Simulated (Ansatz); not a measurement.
`FB[SiH2]Cl` + NH₃ → `NBF` + `[SiH3]Cl`  (cleavage of the B–Si bond)

Gas-phase electronic energies from Ansatz, PBE0-D4/def2-TZVP geometries. CBS: MP2 limit from def2 TZ/QZ plus the TZ coupled-cluster correction, frozen cores. This one scheme is used for every species. Functionals use def2-TZVPP. Each species was taken in one conformer, which may not be the lowest.

```csv
level,ΔE (kJ/mol)
PBE-D4,-155.9
ωB97X-V,-163.5
```

Q: What does CCSD(T)/CBS give? (An estimate is asked.)

A: The calculation gave: -163.2 kJ/mol. The listed levels differ from it by 7.3, -0.3 kJ/mol.

Q: What do rigid-rotor, harmonic-oscillator terms from PBE0-D4/def2-TZVP frequencies (298.15 K, 1 bar) make of the CCSD(T)/CBS value? (Best estimate.)

A: Ansatz gave: ΔZPE = +1.8 kJ/mol, ΔH = -165.6 kJ/mol, ΔS = -11 J/(mol·K), ΔG = -162.4 kJ/mol.

Largest T1 diagnostic among the species: 0.012.

From BLYP to BHLYP (50 % exact exchange), in def2-TZVPP and without D4, ΔE moves by −10.7 kJ/mol. Leaving LDA and LC-ωPBE aside and taking each functional with its dispersion term where it has one, the values, not all of them listed here, spread over 19.6 kJ/mol, from CAM-B3LYP-D4 to revPBE-D4. LDA lies −12.7 kJ/mol from PBE without D4.
